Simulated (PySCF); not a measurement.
PBE on La (lanthanum, neutral), [Xe] 6s2 6p1, 2P determinant (an excited configuration). Calculation: PySCF 2.14, in def2-TZVPPD with the def2 core potential (46 electrons) (6s5p3d2f1g, 59 functions); scalar relativity through the core potential.

```
cycle= 1 E= -31.3757728350098  delta_E= 0.017  |g|= 0.0769  |ddm|= 1.16
cycle= 2 E= -31.3966230721844  delta_E= -0.0209  |g|= 0.0877  |ddm|= 1.61
cycle= 3 E= -31.4049822239749  delta_E= -0.00836  |g|= 0.0313  |ddm|= 0.411
cycle= 4 E= -31.411002534099  delta_E= -0.00602  |g|= 0.0174  |ddm|= 0.593
cycle= 5 E= -31.4119615595108  delta_E= -0.000959  |g|= 0.0106  |ddm|= 0.17
cycle= 6 E= -31.4130476712025  delta_E= -0.00109  |g|= 0.0052  |ddm|= 0.28
cycle= 7 E= -31.4132969625167  delta_E= -0.000249  |g|= 0.00272  |ddm|= 0.149
cycle= 8 E= -31.4133478222237  delta_E= -5.09e-05  |g|= 0.00287  |ddm|=  0.1
cycle= 9 E= -31.413350338188  delta_E= -2.52e-06  |g|= 0.00122  |ddm|= 0.0325
cycle= 10 E= -31.4133587120199  delta_E= -8.37e-06  |g|= 0.000285  |ddm|= 0.0393
cycle= 11 E= -31.4133589953307  delta_E= -2.83e-07  |g|= 4.11e-05  |ddm|= 0.00557
cycle= 12 E= -31.413358997883  delta_E= -2.55e-09  |g|= 4.81e-06  |ddm|= 0.000284
cycle= 13 E= -31.4133589981239  delta_E= -2.41e-10  |g|= 6.43e-07  |ddm|= 0.000201
converged SCF energy = -31.4133589981239  <S^2> = 1.6048156  2S+1 = 2.7238323
```

Highest occupied orbital energy: -2.182 eV; ⟨L²⟩ = 5.72; populations by l: s 3.38, p 7.00, d 0.62, f 0.00.

(1) Can this result be used?

Results:

(1) Not for this state. Self-consistency was reached. ⟨L²⟩ = 5.72 against 2 for a pure P term, so this real determinant mixes terms. Energies and moments cover only the electrons outside the core potential. Spin-orbit coupling, absent here, splits the open shell strongly. ⟨S²⟩ = 1.60 against 0.75 shows spin contamination. The s, p, d and f populations moved away from the nominal configuration during the SCF.
